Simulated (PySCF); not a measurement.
Compound: C5H7F3O.
Atom-mapped SMILES: `[CH3:1][C@@H:2]1[C@@H:3]([F:4])[C@@H:5]1[O:6][CH:7]([F:8])[F:9]` (hydrogens: H10, H11, H12 on C1; H13 on C2; H14 on C3; H15 on C5; H16 on C7)

The same species was optimised twice, with GFN2-xTB and with PBE0-D3(BJ)/def2-SVP (PySCF), and the same property calculations (PySCF, gas phase) were run on both structures.

```json
{"coordinate": "C5–O6 (Å)", "GFN2-xTB": "1.406", "PBE0-D3(BJ)/def2-SVP": "1.393", "change": "-0.013"}
{"coordinate": "C7–F8 (Å)", "GFN2-xTB": "1.362", "PBE0-D3(BJ)/def2-SVP": "1.352", "change": "-0.010"}
{"coordinate": "C3–C5 (Å)", "GFN2-xTB": "1.504", "PBE0-D3(BJ)/def2-SVP": "1.495", "change": "-0.009"}
{"coordinate": "C3–F4 (Å)", "GFN2-xTB": "1.362", "PBE0-D3(BJ)/def2-SVP": "1.355", "change": "-0.007"}
{"coordinate": "C7–F9 (Å)", "GFN2-xTB": "1.337", "PBE0-D3(BJ)/def2-SVP": "1.330", "change": "-0.007"}
{"coordinate": "O6–C7 (Å)", "GFN2-xTB": "1.351", "PBE0-D3(BJ)/def2-SVP": "1.356", "change": "+0.005"}
{"coordinate": "C2–C3 (Å)", "GFN2-xTB": "1.497", "PBE0-D3(BJ)/def2-SVP": "1.491", "change": "-0.006"}
{"coordinate": "C2–C5 (Å)", "GFN2-xTB": "1.508", "PBE0-D3(BJ)/def2-SVP": "1.505", "change": "-0.003"}
{"coordinate": "C1–C2 (Å)", "GFN2-xTB": "1.506", "PBE0-D3(BJ)/def2-SVP": "1.504", "change": "-0.002"}
{"coordinate": "F8–C7–F9 (°)", "GFN2-xTB": "105.9", "PBE0-D3(BJ)/def2-SVP": "107.6", "change": "+1.7"}
{"coordinate": "C1–C2–C3 (°)", "GFN2-xTB": "119.7", "PBE0-D3(BJ)/def2-SVP": "121.1", "change": "+1.4"}
{"coordinate": "C2–C5–O6 (°)", "GFN2-xTB": "118.1", "PBE0-D3(BJ)/def2-SVP": "116.8", "change": "-1.3"}
{"coordinate": "O6–C7–F9 (°)", "GFN2-xTB": "108.6", "PBE0-D3(BJ)/def2-SVP": "107.5", "change": "-1.1"}
{"coordinate": "O6–C7–F8 (°)", "GFN2-xTB": "111.4", "PBE0-D3(BJ)/def2-SVP": "110.6", "change": "-0.8"}
{"coordinate": "C3–C5–O6 (°)", "GFN2-xTB": "119.5", "PBE0-D3(BJ)/def2-SVP": "120.1", "change": "+0.6"}
{"coordinate": "C1–C2–C5 (°)", "GFN2-xTB": "120.5", "PBE0-D3(BJ)/def2-SVP": "121.0", "change": "+0.5"}
{"coordinate": "F4–C3–C5 (°)", "GFN2-xTB": "117.0", "PBE0-D3(BJ)/def2-SVP": "117.4", "change": "+0.4"}
{"coordinate": "C3–C5–O6–C7 (°)", "GFN2-xTB": "73", "PBE0-D3(BJ)/def2-SVP": "73", "change": "0"}
{"coordinate": "C5–O6–C7–F8 (°)", "GFN2-xTB": "-84", "PBE0-D3(BJ)/def2-SVP": "-80", "change": "+4"}
```

Rotational constants: A = 2512, B = 1009, C = 843.4 MHz (GFN2-xTB) against A = 2523, B = 1023, C = 850.2 MHz (PBE0-D3(BJ)/def2-SVP). Point groups within 0.08 Å: C1 and C1.

On the GFN2-xTB structure: lowest singlet, TDDFT (eV) 7.16 [B3LYP/def2-SVPD]; lowest triplet, Tamm–Dancoff (eV) 6.91 [B3LYP/def2-SVPD]; isotropic polarisability (au) 65.5 [B3LYP/def2-SVPD]; HOMO (eV) -7.97 [B3LYP/def2-SVPD]; LUMO (eV) 0.24 [B3LYP/def2-SVPD]; dipole (D) 1.93 [B3LYP/def2-SVPD]; HOMO (eV) -8.06 [PBE0/pcSseg-1]; LUMO (eV) 1.09 [PBE0/pcSseg-1]; dipole (D) 1.79 [PBE0/pcSseg-1]; GIAO shielding of C1 (ppm) 176.2 [PBE0/pcSseg-1]; GIAO shielding of C2 (ppm) 163.3 [PBE0/pcSseg-1]; GIAO shielding of C3 (ppm) 107.7 [PBE0/pcSseg-1]; GIAO shielding of F4 (ppm) 404.4 [PBE0/pcSseg-1]; GIAO shielding of C5 (ppm) 125.4 [PBE0/pcSseg-1]; GIAO shielding of O6 (ppm) 230.4 [PBE0/pcSseg-1]; GIAO shielding of C7 (ppm) 60.7 [PBE0/pcSseg-1]; GIAO shielding of F8 (ppm) 266.4 [PBE0/pcSseg-1].

Task: What do these properties become on the PBE0-D3(BJ)/def2-SVP structure?

Result: 
```json
{"property": "lowest singlet, TDDFT (eV)", "level": "B3LYP/def2-SVPD", "on GFN2-xTB": "7.16", "on PBE0-D3(BJ)/def2-SVP": "7.17", "change": "+0.01"}
{"property": "lowest triplet, Tamm–Dancoff (eV)", "level": "B3LYP/def2-SVPD", "on GFN2-xTB": "6.91", "on PBE0-D3(BJ)/def2-SVP": "6.94", "change": "+0.03"}
{"property": "isotropic polarisability (au)", "level": "B3LYP/def2-SVPD", "on GFN2-xTB": "65.5", "on PBE0-D3(BJ)/def2-SVP": "65.8", "change": "+0.3"}
{"property": "HOMO (eV)", "level": "B3LYP/def2-SVPD", "on GFN2-xTB": "-7.97", "on PBE0-D3(BJ)/def2-SVP": "-7.93", "change": "+0.04"}
{"property": "LUMO (eV)", "level": "B3LYP/def2-SVPD", "on GFN2-xTB": "0.24", "on PBE0-D3(BJ)/def2-SVP": "0.28", "change": "+0.04"}
{"property": "dipole (D)", "level": "B3LYP/def2-SVPD", "on GFN2-xTB": "1.93", "on PBE0-D3(BJ)/def2-SVP": "1.64", "change": "-0.29"}
{"property": "energy, GFN2-xTB geometry as zero (kcal/mol)", "level": "B3LYP/def2-SVPD", "on GFN2-xTB": "0.0", "on PBE0-D3(BJ)/def2-SVP": "-0.1", "change": "-0.1"}
{"property": "HOMO (eV)", "level": "PBE0/pcSseg-1", "on GFN2-xTB": "-8.06", "on PBE0-D3(BJ)/def2-SVP": "-8.02", "change": "+0.04"}
{"property": "LUMO (eV)", "level": "PBE0/pcSseg-1", "on GFN2-xTB": "1.09", "on PBE0-D3(BJ)/def2-SVP": "1.14", "change": "+0.05"}
{"property": "dipole (D)", "level": "PBE0/pcSseg-1", "on GFN2-xTB": "1.79", "on PBE0-D3(BJ)/def2-SVP": "1.50", "change": "-0.29"}
{"property": "energy, GFN2-xTB geometry as zero (kcal/mol)", "level": "PBE0/pcSseg-1", "on GFN2-xTB": "0.0", "on PBE0-D3(BJ)/def2-SVP": "-0.5", "change": "-0.5"}
{"property": "GIAO shielding of C1 (ppm)", "level": "PBE0/pcSseg-1", "on GFN2-xTB": "176.2", "on PBE0-D3(BJ)/def2-SVP": "174.3", "change": "-1.9"}
{"property": "GIAO shielding of C2 (ppm)", "level": "PBE0/pcSseg-1", "on GFN2-xTB": "163.3", "on PBE0-D3(BJ)/def2-SVP": "163.7", "change": "+0.4"}
{"property": "GIAO shielding of C3 (ppm)", "level": "PBE0/pcSseg-1", "on GFN2-xTB": "107.7", "on PBE0-D3(BJ)/def2-SVP": "108.4", "change": "+0.7"}
{"property": "GIAO shielding of F4 (ppm)", "level": "PBE0/pcSseg-1", "on GFN2-xTB": "404.4", "on PBE0-D3(BJ)/def2-SVP": "404.3", "change": "-0.1"}
{"property": "GIAO shielding of C5 (ppm)", "level": "PBE0/pcSseg-1", "on GFN2-xTB": "125.4", "on PBE0-D3(BJ)/def2-SVP": "127.3", "change": "+1.9"}
{"property": "GIAO shielding of O6 (ppm)", "level": "PBE0/pcSseg-1", "on GFN2-xTB": "230.4", "on PBE0-D3(BJ)/def2-SVP": "229.8", "change": "-0.6"}
{"property": "GIAO shielding of C7 (ppm)", "level": "PBE0/pcSseg-1", "on GFN2-xTB": "60.7", "on PBE0-D3(BJ)/def2-SVP": "62.0", "change": "+1.3"}
{"property": "GIAO shielding of F8 (ppm)", "level": "PBE0/pcSseg-1", "on GFN2-xTB": "266.4", "on PBE0-D3(BJ)/def2-SVP": "270.6", "change": "+4.2"}
```

The heavy atoms differ by 0.035 Å rms after alignment. Among bonds between heavy atoms C5–O6 changes most (-0.013 Å). Changes are differences of the printed values. Neither structure is proved a minimum here.

The values belong to the conformer `[CH3:1][C@@H:2]1[C@@H:3]([F:4])[C@@H:5]1[O:6][CH:7]([F:8])[F:9]`: C3–C5–O6–C7 73°, C5–O6–C7–F8 -80°.
